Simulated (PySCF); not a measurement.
A structure optimised at B3LYP-D3(BJ)/def2-SVP, used in a PySCF frequency run:

```
C
C 1 1.3378
H 1 1.0951 2 121.03
H 2 1.0956 1 122.53 3 180.00
H 2 1.0977 4 116.07 1 180.00
In 1 2.1347 3 119.18 2 180.00
Cl 6 2.3562 1 127.83 3 0.00
Cl 6 2.3646 1 118.37 3 180.00
```
Charge 0, spin multiplicity 1.

**Question.** Write its SMILES, formula and point group.

**Answer.** C=[CH][In]([Cl])[Cl], C2H3Cl2In, Cs

**Question.** What are its rotational constants (standard atomic weights)?

**Answer.** 2.1631, 1.4199, 0.85719 GHz
